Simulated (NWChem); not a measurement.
System: hydrogen selenide (H$_{2}$Se); SMILES [SeH2]

The following NWChem deck was run.

```
start job
memory heap 200 mb stack 900 mb global 1100 mb
geometry units angstroms noautoz
  Se     0.000000     0.000000     0.082019
  H      1.053845     0.000000    -0.961689
  H     -1.053845     0.000000    -0.961689
end
basis spherical
  * library def2-tzvp
end
dft
  xc hfexch
  iterations 150
end
tddft
  cis
  nroots 6
  notriplet
end
task tddft energy
```

Parts of the log:

```
             Northwest Computational Chemistry Package (NWChem) 7.3.0
             --------------------------------------------------------

 C2V symmetry detected

                             Geometry "geometry" -> ""
                             -------------------------

 Output coordinates in angstroms (scale by  1.889725989 to convert to a.u.)

  No.       Tag          Charge          X              Y              Z
 ---- ---------------- ---------- -------------- -------------- --------------
    1 Se                  34.0000     0.00000000     0.00000000     0.05798378
    2 H                    1.0000     1.05384500     0.00000000    -0.98572422
    3 H                    1.0000    -1.05384500     0.00000000    -0.98572422

 Effective nuclear repulsion energy (a.u.)      24.5119782789

      Symmetry information
      --------------------

 Group name             C2v
 Group number             16
 Group order               4
 No. of unique centers     2

  xc_inp: hfexch multiplicative factor not found.

                                 NWChem DFT Module
                                 -----------------

 Summary of "ao basis" -> "ao basis" (spherical)
 ------------------------------------------------------------------------------
       Tag                 Description            Shells   Functions and Types
 ---------------- ------------------------------  ------  ---------------------
 Se                        def2-tzvp                16       48   6s5p4d1f
 H                         def2-tzvp                 4        6   3s1p

      Symmetry analysis of basis
      --------------------------

        a1         26
        a2          6
        b1         16
        b2         12

            General Information
            -------------------
          SCF calculation type: DFT
          Wavefunction type:  closed shell.
          No. of atoms     :     3
          No. of electrons :    36
           Alpha electrons :    18
            Beta electrons :    18
          Charge           :     0
          Spin multiplicity:     1
          Use of symmetry is: off; symmetry adaption is: on
          Maximum number of iterations: 150
          AO basis - number of functions:    60
                     number of shells:    24
          Convergence on energy requested:  1.00D-06
          Convergence on density requested:  1.00D-05
          Convergence on gradient requested:  5.00D-04

              XC Information
              --------------
                     Hartree-Fock (Exact) Exchange  1.000

      Superposition of Atomic Density Guess
      -------------------------------------

 Sum of atomic energies:       -2400.80614497

      Non-variational initial energy
      ------------------------------

 Total energy =   -2400.932116
 1-e energy   =   -3392.835133
 2-e energy   =     967.391038
 HOMO         =      -0.291856
 LUMO         =       0.053889

      Symmetry analysis of molecular orbitals - initial
      -------------------------------------------------

  Numbering of irreducible representations:

     1 a1          2 a2          3 b1          4 b2

  Orbital symmetries:

     1 a1          2 a1          3 b1          4 a1          5 b2
     6 a1          7 b1          8 a1          9 b2         10 b1
    11 a1         12 a1         13 a2         14 b2         15 a1
    16 b1         17 a1         18 b2         19 b1         20 a1
    21 b1         22 a1         23 b2         24 a1         25 a1
    26 a2         27 b2         28 b1

   convergence    iter        energy       DeltaE   RMS-Dens  Diis-err
 ---------------- ----- ----------------- --------- --------- ---------
 d= 0,ls=0.0,diis     1  -2400.9863184150 -2.43D+03  2.89D-03  6.24D-02
 d= 0,ls=0.0,diis     2  -2401.0009327216 -1.46D-02  1.02D-03  7.69D-03
 d= 0,ls=0.0,diis     3  -2401.0023968028 -1.46D-03  4.06D-04  8.39D-04
 d= 0,ls=0.0,diis     4  -2401.0026555462 -2.59D-04  1.27D-04  1.14D-04
 d= 0,ls=0.0,diis     5  -2401.0026778605 -2.23D-05  5.25D-05  6.26D-06
  Resetting Diis
 d= 0,ls=0.0,diis     6  -2401.0026800770 -2.22D-06  1.11D-05  1.38D-07
 d= 0,ls=0.0,diis     7  -2401.0026801348 -5.78D-08  1.05D-06  2.15D-09

[...]

                                NWChem TDDFT Module
                                -------------------

            General Information
            -------------------
           No. of orbitals :     120
            Alpha orbitals :      60
             Beta orbitals :      60
        Alpha frozen cores :       0
         Beta frozen cores :       0
     Alpha frozen virtuals :       0
      Beta frozen virtuals :       0
         Spin multiplicity :       1
    Number of AO functions :      60
        Use of symmetry is : off
      Symmetry adaption is : on
         Schwarz screening :  0.10D-07

              XC Information
              --------------
              Hartree-Fock (Exact) Exchange   1.00

             TDDFT Information
             -----------------
          Calculation type : CIS
         Wavefunction type : Restricted singlets
          No. of electrons :      36
           Alpha electrons :      18
            Beta electrons :      18
              No. of roots :       6
          Max subspacesize :    5200
            Max iterations :     100
               Target root :       1
           Target symmetry : none
      Symmetry restriction : off
                 Algorithm : Optimal
        Davidson threshold :  0.10D-03

    6 smallest eigenvalue differences (eV)
--------------------------------------------------------
  No. Spin  Occ  Vir  Irrep   E(Occ)    E(Vir)   E(Diff)
--------------------------------------------------------
    1    1   18   19 a2       -0.359     0.120    13.040
    2    1   18   20 b2       -0.359     0.123    13.125
    3    1   17   19 b1       -0.477     0.120    16.263
    4    1   17   20 a1       -0.477     0.123    16.348
    5    1   18   21 a2       -0.359     0.280    17.380
    6    1   18   22 b2       -0.359     0.299    17.908
--------------------------------------------------------

  Entering Davidson iterations
  Restricted singlet excited states

  Iter   NTrls   NConv    DeltaV     DeltaE      Time
  ----  ------  ------  ---------  ---------  ---------
    1      6       0     0.12E+00   0.10+100        3.5
    2     12       0     0.49E-01   0.23E-01        3.5
    3     18       0     0.25E-01   0.26E-02        2.4
    4     24       1     0.44E-01   0.29E-02        2.2
    5     29       1     0.15E-01   0.12E-02        2.2
    6     34       3     0.54E-02   0.15E-03        2.1
    7     37       3     0.58E-03   0.61E-05        2.3
    8     40       3     0.29E-03   0.28E-06        3.1
    9     43       5     0.10E-03   0.33E-07        3.1
   10     44       6     0.61E-04   0.26E-08        2.6
  ----  ------  ------  ---------  ---------  ---------
  Convergence criterion met

  Ground state a1      -2401.002680134791 a.u.

  ----------------------------------------------------------------------------
  Root   1 singlet a2             0.202725761 a.u.                5.5165 eV
  ----------------------------------------------------------------------------
     Transition Moments    X  0.00000   Y  0.00000   Z  0.00000
     Dipole Oscillator Strength                    0.0000000000
     Electric Quadrupole                           0.0000000391
     Magnetic Dipole                               0.0000006884
     Total Oscillator Strength                     0.0000007275

     Occ.   18  b2  ---  Virt.   19  b1      -0.98198
     Occ.   18  b2  ---  Virt.   28  b1       0.18562
  ----------------------------------------------------------------------------
  Root   2 singlet b2             0.242878971 a.u.                6.6091 eV
  ----------------------------------------------------------------------------
     Transition Moments    X  0.00000   Y  0.31014   Z -0.00000
     Dipole Oscillator Strength                    0.0155744223
     Electric Quadrupole                           0.0000000100
     Magnetic Dipole                               0.0000002510
     Total Oscillator Strength                     0.0155746834

     Occ.   18  b2  ---  Virt.   20  a1       0.98742
     Occ.   18  b2  ---  Virt.   24  a1       0.10290
     Occ.   18  b2  ---  Virt.   29  a1      -0.08591
     Occ.   18  b2  ---  Virt.   31  a1      -0.05824
  ----------------------------------------------------------------------------
  Root   3 singlet b1             0.352013893 a.u.                9.5788 eV
  ----------------------------------------------------------------------------
     Transition Moments    X  0.84979   Y  0.00000   Z -0.00000
     Dipole Oscillator Strength                    0.1694680202
     Electric Quadrupole                           0.0000000586
     Magnetic Dipole                               0.0000023120
     Total Oscillator Strength                     0.1694703908

     Occ.   16  b1  ---  Virt.   20  a1      -0.12823
     Occ.   16  b1  ---  Virt.   22  a1       0.08028
     Occ.   16  b1  ---  Virt.   24  a1      -0.09016
     Occ.   16  b1  ---  Virt.   25  a1      -0.08948
     Occ.   17  a1  ---  Virt.   19  b1      -0.94092
     Occ.   17  a1  ---  Virt.   28  b1       0.12027
     Occ.   18  b2  ---  Virt.   26  a2       0.23976
  ----------------------------------------------------------------------------
  Root   4 singlet a1             0.363462120 a.u.                9.8903 eV
  ----------------------------------------------------------------------------
     Transition Moments    X -0.00000   Y  0.00000   Z -1.04137
     Dipole Oscillator Strength                    0.2627730754
     Electric Quadrupole                           0.0000002823
     Magnetic Dipole                               0.0000000000
     Total Oscillator Strength                     0.2627733577

[...]
```

Level: Hartree-Fock/def2-TZVP, CIS. Geometry: optimised at PBE-D3(BJ)/def2-SVP.
